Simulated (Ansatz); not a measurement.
Born–Oppenheimer molecular dynamics of a periodic cell of 32 atoms, NaH20BrO10 (contents 10 H2O + 1 Na + 1 Br, density as packed 1.24 g/cm³ with natural masses). It starts from a partly relaxed structure (largest force component 0.42 eV/Å).

Theory: DFT r2SCAN-D3(BJ), scalar-relativistic, plane waves, PAW (Ansatz). Settings: accuracy low, cutoff 500 eV, k mesh 1x1x1, fermi-dirac smearing 0.02 eV, no spin polarisation.

```yaml
ensemble: NVT, Langevin thermostat
time_step: 0.5 fs
steps_asked: 50
set_temperature: 400 K
friction: 0.02 /fs
seed: 2549
```

Frames 1 fs apart, positions in Å, forces in eV/Å.

Velocities at 0.0 fs (Å/ps):

```
O -1.93 -2.59 -0.42
H -3.05 -13.43 -15.83
H -19.38 0.98 17.16
O -3.99 4.31 2.42
H 31.00 -0.37 20.17
H -13.33 -2.60 21.58
O 8.14 8.20 -4.13
H 39.52 29.51 -12.26
H 14.92 -25.84 19.51
O 5.89 0.59 -2.63
H 12.24 -15.20 2.02
H -10.65 -9.92 -11.15
O 2.11 1.66 6.17
H -17.50 6.50 9.62
H -24.15 -13.63 -10.36
O -5.08 0.89 2.13
H -1.07 10.37 1.47
H -7.89 -33.87 2.45
O 2.75 0.65 7.72
H -11.99 18.83 19.97
H 37.36 3.67 0.84
O 1.96 1.46 -7.07
H 16.76 18.68 19.26
H -4.82 -15.04 0.22
O 3.05 -5.33 -0.11
H 3.79 -7.27 -21.37
H -2.14 -56.48 -14.92
O 0.87 -1.84 -2.05
H -6.59 -10.76 15.51
H -17.55 -38.17 11.97
Na -7.49 3.53 4.77
Br -0.80 -0.68 -2.73
```

```xyz
32
Lattice="7.2330 0.0000 0.0000 0.0000 7.2330 0.0000 0.0000 0.0000 7.2330" Properties=species:S:1:pos:R:3:forces:R:3 time_fs=0.0 energy_less_start_eV=0.000 T=388
O 0.184 7.940 6.848 0.03 0.06 -0.01
H 1.109 8.104 6.607 -0.06 -0.01 0.01
H 0.039 6.999 6.688 0.01 -0.04 0.01
O 0.018 0.318 3.057 0.05 -0.10 0.08
H -0.416 0.690 3.836 0.01 0.01 -0.05
H 0.966 0.375 3.216 -0.03 -0.04 -0.01
O 1.982 2.351 1.665 0.05 -0.13 -0.22
H 2.340 3.251 1.712 0.01 -0.03 -0.04
H 2.373 1.980 0.850 -0.12 0.16 0.26
O 5.008 1.857 3.439 -0.42 0.11 0.06
H 4.474 2.579 3.830 0.23 -0.24 -0.14
H 4.356 1.209 3.130 0.15 0.20 0.05
O -0.084 4.419 2.480 0.03 0.27 0.06
H 0.759 4.847 2.254 -0.10 -0.13 0.05
H -0.689 5.173 2.526 0.06 -0.15 -0.01
O 5.138 3.237 0.266 -0.12 0.03 -0.07
H 4.610 3.868 0.796 0.07 -0.08 -0.03
H 4.476 2.659 -0.157 0.09 0.07 0.06
O 4.037 6.333 5.968 -0.09 -0.04 0.23
H 3.859 6.128 6.910 -0.03 0.07 -0.18
H 4.975 6.090 5.848 0.09 0.00 -0.03
O 3.250 3.856 4.679 0.08 0.04 0.05
H 3.502 4.640 5.209 -0.03 -0.08 -0.05
H 3.017 4.255 3.822 0.01 -0.03 -0.01
O 2.951 1.626 6.328 0.12 -0.01 -0.15
H 2.929 2.300 5.622 -0.03 0.02 0.04
H 3.436 0.843 5.990 -0.04 -0.03 0.09
O 6.527 5.128 5.902 -0.08 -0.36 -0.15
H 6.856 4.766 5.065 -0.04 0.17 0.16
H 6.129 4.359 6.371 0.13 0.24 -0.03
Na 6.826 2.151 1.583 -0.02 0.02 0.01
Br 3.233 5.529 1.854 -0.02 0.01 -0.05
32
Lattice="7.2330 0.0000 0.0000 0.0000 7.2330 0.0000 0.0000 0.0000 7.2330" Properties=species:S:1:pos:R:3:forces:R:3 time_fs=1.0 energy_less_start_eV=0.187 T=337
O 0.182 7.938 6.848 0.10 0.25 -0.01
H 1.107 8.089 6.591 -0.12 0.00 0.06
H 0.021 7.000 6.703 0.02 -0.21 -0.03
O 0.015 0.322 3.060 -0.39 -0.04 0.18
H -0.386 0.691 3.856 -0.27 0.01 -0.07
H 0.948 0.372 3.236 0.71 -0.11 -0.11
O 1.991 2.360 1.660 0.38 0.92 0.06
H 2.381 3.276 1.700 -0.45 -1.09 -0.14
H 2.389 1.957 0.869 -0.06 0.19 0.09
O 5.013 1.857 3.436 -0.52 -0.98 -0.50
H 4.487 2.561 3.831 -0.21 0.37 0.17
H 4.348 1.201 3.121 0.68 0.69 0.29
O -0.082 4.422 2.486 -0.70 0.06 0.21
H 0.743 4.854 2.263 0.46 0.18 -0.11
H -0.710 5.161 2.519 0.20 -0.26 -0.01
O 5.133 3.239 0.267 -0.56 -0.43 -0.41
H 4.611 3.878 0.800 0.04 -0.24 -0.17
H 4.468 2.625 -0.156 0.55 0.70 0.46
O 4.040 6.333 5.977 0.96 -0.30 0.23
H 3.847 6.146 6.928 0.18 0.05 -0.49
H 5.014 6.096 5.848 -1.15 0.21 0.27
O 3.252 3.858 4.671 0.47 0.56 1.05
H 3.519 4.656 5.226 -0.37 -0.86 -0.78
H 3.009 4.240 3.819 -0.04 0.23 -0.23
O 2.954 1.620 6.328 0.75 -0.74 -1.04
H 2.935 2.293 5.601 -0.01 -0.37 0.49
H 3.433 0.791 5.977 -0.61 1.07 0.54
O 6.528 5.127 5.900 -0.94 -1.30 1.12
H 6.851 4.753 5.081 0.22 -0.03 -0.47
H 6.112 4.322 6.383 0.63 1.40 -0.62
Na 6.819 2.154 1.587 0.04 0.03 0.02
Br 3.233 5.529 1.851 0.01 0.03 -0.07
32
Lattice="7.2330 0.0000 0.0000 0.0000 7.2330 0.0000 0.0000 0.0000 7.2330" Properties=species:S:1:pos:R:3:forces:R:3 time_fs=2.0 energy_less_start_eV=0.482 T=269
O 0.180 7.935 6.848 0.09 0.43 0.02
H 1.104 8.077 6.581 -0.13 -0.01 0.09
H 0.004 7.001 6.716 0.04 -0.37 -0.07
O 0.012 0.325 3.064 -0.88 0.05 0.33
H -0.366 0.694 3.873 -0.42 -0.04 -0.19
H 0.933 0.366 3.252 1.37 -0.16 -0.14
O 1.999 2.369 1.656 0.58 1.33 0.14
H 2.417 3.289 1.688 -0.70 -1.52 -0.16
H 2.408 1.939 0.886 -0.08 0.22 0.03
O 5.016 1.857 3.432 -0.28 -1.57 -0.85
H 4.496 2.542 3.836 -0.58 0.91 0.47
H 4.347 1.201 3.114 0.80 0.76 0.34
O -0.080 4.424 2.490 -1.14 -0.09 0.30
H 0.733 4.864 2.267 0.76 0.38 -0.20
H -0.730 5.148 2.515 0.33 -0.33 0.00
O 5.127 3.240 0.267 -0.67 -0.82 -0.64
H 4.617 3.883 0.805 -0.08 -0.29 -0.21
H 4.465 2.593 -0.149 0.78 1.16 0.67
O 4.042 6.333 5.985 1.58 -0.35 0.08
H 3.835 6.165 6.939 0.34 -0.01 -0.58
H 5.046 6.106 5.846 -1.93 0.27 0.50
O 3.255 3.861 4.664 0.70 0.67 1.68
H 3.532 4.662 5.238 -0.57 -1.20 -1.22
H 3.000 4.226 3.815 -0.07 0.43 -0.39
O 2.959 1.614 6.327 0.98 -1.06 -1.45
H 2.938 2.283 5.585 0.01 -0.55 0.74
H 3.426 0.755 5.971 -0.78 1.56 0.72
O 6.528 5.123 5.899 -1.44 -1.68 1.88
H 6.848 4.742 5.093 0.40 -0.19 -0.91
H 6.100 4.297 6.394 0.86 1.97 -0.90
Na 6.813 2.156 1.593 0.09 0.04 0.01
Br 3.231 5.528 1.848 0.03 0.05 -0.08
32
Lattice="7.2330 0.0000 0.0000 0.0000 7.2330 0.0000 0.0000 0.0000 7.2330" Properties=species:S:1:pos:R:3:forces:R:3 time_fs=3.0 energy_less_start_eV=0.568 T=260
O 0.178 7.931 6.848 -0.21 0.22 0.07
H 1.097 8.072 6.577 0.06 -0.04 0.04
H -0.014 6.995 6.726 0.17 -0.12 -0.06
O 0.009 0.327 3.069 -1.00 0.12 0.45
H -0.355 0.692 3.889 -0.49 -0.07 -0.28
H 0.926 0.359 3.265 1.58 -0.20 -0.18
O 2.008 2.378 1.651 0.62 1.20 0.09
H 2.446 3.286 1.669 -0.74 -1.40 -0.11
H 2.424 1.925 0.898 -0.13 0.22 0.03
O 5.018 1.857 3.428 -0.04 -1.18 -0.68
H 4.497 2.530 3.850 -0.53 0.92 0.47
H 4.353 1.214 3.110 0.48 0.38 0.17
O -0.078 4.427 2.495 -1.15 -0.17 0.29
H 0.730 4.875 2.268 0.68 0.40 -0.19
H -0.749 5.132 2.510 0.41 -0.29 0.00
O 5.121 3.240 0.267 -0.48 -0.86 -0.61
H 4.619 3.886 0.809 -0.16 -0.32 -0.23
H 4.472 2.572 -0.133 0.66 1.24 0.63
O 4.046 6.331 5.992 1.70 -0.28 0.04
H 3.827 6.182 6.949 0.45 -0.08 -0.62
H 5.061 6.123 5.853 -2.17 0.21 0.58
O 3.259 3.864 4.658 0.76 0.44 1.87
H 3.541 4.656 5.241 -0.61 -1.14 -1.33
H 2.992 4.212 3.810 -0.08 0.58 -0.46
O 2.963 1.608 6.324 0.96 -1.20 -1.44
H 2.934 2.267 5.575 0.05 -0.53 0.76
H 3.418 0.733 5.973 -0.76 1.67 0.70
O 6.528 5.119 5.898 -1.50 -1.78 2.02
H 6.843 4.728 5.096 0.45 -0.19 -1.02
H 6.100 4.287 6.397 0.87 2.10 -0.94
Na 6.807 2.158 1.600 0.13 0.05 0.02
Br 3.230 5.528 1.845 0.04 0.07 -0.08
32
Lattice="7.2330 0.0000 0.0000 0.0000 7.2330 0.0000 0.0000 0.0000 7.2330" Properties=species:S:1:pos:R:3:forces:R:3 time_fs=4.0 energy_less_start_eV=0.415 T=299
O 0.176 7.928 6.848 -0.58 0.02 0.15
H 1.087 8.068 6.574 0.30 -0.07 -0.04
H -0.032 6.988 6.735 0.30 0.11 -0.07
O 0.006 0.328 3.075 -0.54 0.16 0.58
H -0.350 0.686 3.902 -0.49 -0.07 -0.32
H 0.931 0.346 3.275 1.13 -0.24 -0.28
O 2.017 2.387 1.647 0.49 0.54 -0.07
H 2.470 3.268 1.649 -0.54 -0.73 -0.01
H 2.443 1.916 0.909 -0.24 0.19 0.08
O 5.020 1.854 3.421 0.02 -0.23 -0.15
H 4.495 2.528 3.867 -0.16 0.48 0.17
H 4.360 1.228 3.105 0.03 -0.10 -0.06
O -0.076 4.430 2.499 -0.58 -0.49 0.23
H 0.732 4.884 2.264 0.39 0.31 -0.13
H -0.759 5.108 2.506 0.13 0.10 0.00
O 5.115 3.239 0.267 -0.05 -0.57 -0.34
H 4.614 3.880 0.812 -0.20 -0.24 -0.18
H 4.485 2.566 -0.106 0.27 0.87 0.33
O 4.050 6.330 6.000 1.30 -0.08 -0.05
H 3.823 6.194 6.954 0.48 -0.14 -0.50
H 5.054 6.148 5.863 -1.84 0.07 0.56
O 3.263 3.868 4.653 0.55 0.00 1.37
H 3.547 4.639 5.236 -0.52 -0.72 -1.16
H 2.980 4.202 3.797 0.04 0.57 -0.13
O 2.969 1.600 6.321 0.72 -1.08 -1.13
H 2.932 2.245 5.569 0.07 -0.36 0.63
H 3.409 0.729 5.984 -0.58 1.40 0.52
O 6.528 5.112 5.897 -1.21 -1.64 1.63
H 6.838 4.707 5.096 0.40 -0.04 -0.84
H 6.107 4.296 6.392 0.70 1.84 -0.74
Na 6.801 2.160 1.607 0.16 0.06 0.02
Br 3.228 5.528 1.843 0.04 0.10 -0.08
32
Lattice="7.2330 0.0000 0.0000 0.0000 7.2330 0.0000 0.0000 0.0000 7.2330" Properties=species:S:1:pos:R:3:forces:R:3 time_fs=5.0 energy_less_start_eV=0.254 T=356
O 0.172 7.925 6.848 -0.72 -0.12 0.18
H 1.081 8.060 6.570 0.37 -0.09 -0.05
H -0.046 6.984 6.739 0.37 0.26 -0.07
O 0.004 0.330 3.081 0.39 0.13 0.67
H -0.347 0.677 3.914 -0.45 -0.05 -0.28
H 0.948 0.330 3.278 0.18 -0.23 -0.43
O 2.026 2.395 1.644 0.11 -0.47 -0.18
H 2.488 3.243 1.633 -0.10 0.28 0.06
H 2.456 1.906 0.918 -0.33 0.17 0.13
O 5.025 1.851 3.414 -0.29 0.70 0.46
H 4.489 2.531 3.885 0.38 -0.20 -0.32
H 4.366 1.233 3.098 -0.22 -0.33 -0.16
O -0.073 4.432 2.504 0.71 -0.77 0.04
H 0.742 4.900 2.254 -0.31 -0.04 0.07
H -0.762 5.081 2.501 -0.46 0.73 -0.01
O 5.110 3.238 0.268 0.53 -0.06 0.01
H 4.607 3.873 0.813 -0.23 -0.17 -0.13
H 4.502 2.563 -0.080 -0.29 0.27 -0.03
O 4.056 6.329 6.008 0.13 0.20 -0.10
H 3.824 6.205 6.955 0.45 -0.20 -0.29
H 5.025 6.178 5.876 -0.67 -0.15 0.40
O 3.267 3.869 4.648 0.12 -0.88 0.39
H 3.549 4.612 5.216 -0.20 0.17 -0.52
H 2.969 4.196 3.787 0.17 0.51 0.20
O 2.975 1.591 6.317 0.20 -0.52 -0.34
H 2.925 2.219 5.569 0.08 -0.02 0.25
H 3.394 0.743 6.005 -0.12 0.53 0.10
O 6.525 5.105 5.898 -0.52 -0.99 0.63
H 6.835 4.686 5.094 0.29 0.21 -0.49
H 6.119 4.323 6.375 0.24 0.94 -0.14
Na 6.795 2.162 1.615 0.19 0.06 0.02
Br 3.227 5.527 1.840 0.03 0.13 -0.06
32
Lattice="7.2330 0.0000 0.0000 0.0000 7.2330 0.0000 0.0000 0.0000 7.2330" Properties=species:S:1:pos:R:3:forces:R:3 time_fs=6.0 energy_less_start_eV=0.430 T=327
O 0.168 7.922 6.848 -0.61 -0.22 0.13
H 1.080 8.050 6.566 0.22 -0.11 0.00
H -0.055 6.979 6.744 0.41 0.38 -0.07
O 0.002 0.331 3.088 1.31 0.01 0.60
H -0.342 0.666 3.925 -0.42 0.02 -0.13
H 0.967 0.308 3.276 -0.75 -0.17 -0.52
O 2.035 2.404 1.640 -0.40 -1.35 -0.11
H 2.503 3.224 1.617 0.37 1.23 0.08
H 2.466 1.897 0.931 -0.32 0.08 0.04
O 5.029 1.848 3.407 -0.55 1.34 0.91
H 4.487 2.534 3.903 0.75 -0.69 -0.72
H 4.372 1.235 3.090 -0.36 -0.44 -0.21
O -0.070 4.433 2.509 1.88 -0.92 -0.14
H 0.752 4.916 2.241 -0.95 -0.41 0.29
H -0.764 5.059 2.496 -0.98 1.23 -0.03
O 5.104 3.236 0.269 1.18 0.46 0.28
H 4.600 3.864 0.815 -0.31 -0.08 -0.05
H 4.522 2.557 -0.057 -0.87 -0.36 -0.35
O 4.062 6.330 6.016 -1.85 0.52 -0.10
H 3.830 6.217 6.957 0.39 -0.26 -0.02
H 4.989 6.212 5.887 1.36 -0.41 0.12
O 3.271 3.870 4.644 -0.46 -1.95 -0.84
H 3.550 4.589 5.190 0.25 1.33 0.38
H 2.955 4.193 3.778 0.31 0.38 0.53
O 2.982 1.582 6.312 -0.66 0.81 0.76
H 2.921 2.200 5.575 0.07 0.34 -0.19
H 3.379 0.767 6.025 0.69 -1.12 -0.58
O 6.522 5.097 5.900 0.55 0.26 -0.89
H 6.829 4.663 5.089 0.16 0.52 -0.08
H 6.133 4.355 6.354 -0.61 -0.63 0.93
Na 6.789 2.163 1.622 0.22 0.07 0.02
Br 3.225 5.526 1.838 0.00 0.16 -0.04
```

Of the whole run (25 fs, mean temperature of the second half 309 K): The mean temperature of the second half is 23 % below the set value. A run of 0.025 ps of so small a system gives no equilibrium averages. Limits of this set-up: coarse k mesh, low accuracy level.

The run took 11 min on 1 thread of Arm Neoverse V2 (shared host), peak memory 0.71 GiB.
